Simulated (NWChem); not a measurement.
Species: CH$_{2}$BrF; SMILES C(F)Br

```xyz
5

F      0.4104     1.9582     0.0000
C     -0.6028     1.0784     0.0000
Br     0.0548    -0.7450     0.0000
H     -1.2083     1.1931     0.9096
H     -1.2083     1.1931    -0.9096
```
Atoms are numbered in this order, from 1.

Structure relaxed at the PBE0/def2-SVP level.

Spin-orbit effects, on the heavy nuclei and on their neighbours, are missing.

**Question.** Give the principal values of the shielding tensors (ppm) of F1, C2, Br3 from PBE0/pcSseg-1, GIAO (NWChem), with their diamagnetic and paramagnetic parts as GIAO splits them.

**Answer.** 
```json
[
 {"atom": "F1", "σ11": "316.7", "σ22": "319.7", "σ33": "465.0", "isotropic": "367.1", "diamagnetic": "474.3", "paramagnetic": "-107.1"},
 {"atom": "C2", "σ11": "40.0", "σ22": "91.3", "σ33": "143.3", "isotropic": "91.5", "diamagnetic": "243.4", "paramagnetic": "-151.9"},
 {"atom": "Br3", "σ11": "1383.1", "σ22": "2083.3", "σ33": "2943.6", "isotropic": "2136.7", "diamagnetic": "3122.0", "paramagnetic": "-985.3"}
]
```
